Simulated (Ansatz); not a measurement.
The same atomization along the group Cu, Ag, Au.

Isolated molecules relaxed with PBE0-D4/def2-TZVP in Ansatz; ΔE leaves out vibrations. CBS: MP2 limit from def2 TZ/QZ plus the TZ coupled-cluster correction, frozen cores. This one scheme is used for every species, atoms too. For atomizations the MP2-based limit and the directly extrapolated one differ by several kJ/mol either way, and by 10 to 25 for some Ge, Se and Sn compounds, so smaller differences from it don't rank the levels. Open shells (•) are unrestricted, without spin–orbit coupling. Spin–orbit coupling would lower the free atoms: a little for F; clearly for Br. Elements past krypton have def2 core potentials. Bonds to Ag, Au, Br, Cu are less sure, by a few kJ/mol each and by 10 to 20 or more in all where they break to atoms, as the def2 sets lack core-valence functions. Scalar relativity is left out up to krypton. One conformer a species, not always the lowest.

```json
{"reaction": "`F[P+](F)(F)[Cu-][Br]` → Br• + Cu• + 3 F• + P•", "MP2/CBS(def2) (kcal/mol)": "511.4"}
{"reaction": "`F[P+](F)(F)[Ag-][Br]` → Br• + Ag• + 3 F• + P•", "MP2/CBS(def2) (kcal/mol)": "490.7"}
{"reaction": "`F[P+](F)(F)[Au-][Br]` → Br• + Au• + 3 F• + P•", "MP2/CBS(def2) (kcal/mol)": "518.1"}
```

Problem. Give the CCSD(T)/CBS values in the same order. (Best estimate.)

Solution. The calculation gave: 479.0, 460.8, 483.5 kcal/mol.

Largest T1 diagnostic: 0.022, for Cu•.
